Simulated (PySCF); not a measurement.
## Gas-phase deprotonation enthalpies (298 K, kJ/mol) at the best site tried

Energies: ωB97X-D3(BJ)/ma-def2-SVP (PySCF, density fitting, integration grid level 2) on PBE0-D3(BJ)/ma-def2-SVP structures. ωB97X-D3(BJ) is ωB97X-V with D3(BJ) in place of VV10. Enthalpies at 298.15 K use unscaled GFN2-xTB harmonic frequencies. These were taken at the GFN2-xTB minima.

| molecule | value | site or products |
| --- | --- | --- |
| 3-hydroxybenzoic acid, `O=C(O)c1cccc(O)c1` (C7H6O3) | 1417 | `O=C([O-])c1cccc(O)c1` |
| p-anisic acid, `COc1ccc(C(=O)O)cc1` (C8H8O3) | 1433 | `COc1ccc(C(=O)[O-])cc1` |
| 2,2,3,3,4,4,4-heptafluoro-1-butanol, `OCC(F)(F)C(F)(F)C(F)(F)F` (C4H3F7O) | 1493 | `[O-]CC(F)(F)C(F)(F)C(F)(F)F` |
| `COc1cccc(F)c1` (C7H7FO) | 1595 | `COc1[c-]c(F)ccc1` |
| 4-fluoroanisole, `COc1ccc(F)cc1` (C7H7FO) | 1630 | `COc1c[c-]c(F)cc1`, site undecided |

Gas phase, one low conformer a species, no spin-orbit coupling; the best conformer of a species may have been missed, which can turn small differences round.

ma-def2-SVP is a small basis, whose errors can reach tens of kJ/mol.
